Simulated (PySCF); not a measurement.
Computed IR spectrum (relative IR intensity) of a molecule CH7FOSi3. Coordinates come from a PBE-D3(BJ)/def2-SVP optimisation. One conformer was computed; it need not be the lowest. All values below come from PBE-D3(BJ)/def2-SVP (PySCF). Frequencies are harmonic and unscaled.

Lines under 2 % of the strongest are left out, and lines within 2 cm⁻¹ are merged.

```csv
ν (cm⁻¹),relative intensity
314,3.3
407,3.4
507,2.3
638,3.5
651,22
695,12
727,10.0
732,2.9
783,12
807,66
831,5.5
882,100
900,41
929,12
937,48
957,15
1023,8.0
1204,2.3
2144,49
2152,24
2154,17
2170,27
2178,33
2191,46
2971,3.7
```

Identify the compound among the candidates.
A. F[SiH2][Si@H]1OC[SiH2]1
B. FC1([SiH3])[SiH2]O[SiH2]1
C. F[SiH2][C@H]1O[SiH2][SiH2]1
D. O[Si@H]1[SiH2][C@@H](F)[SiH2]1

C, F[SiH2][C@H]1O[SiH2][SiH2]1
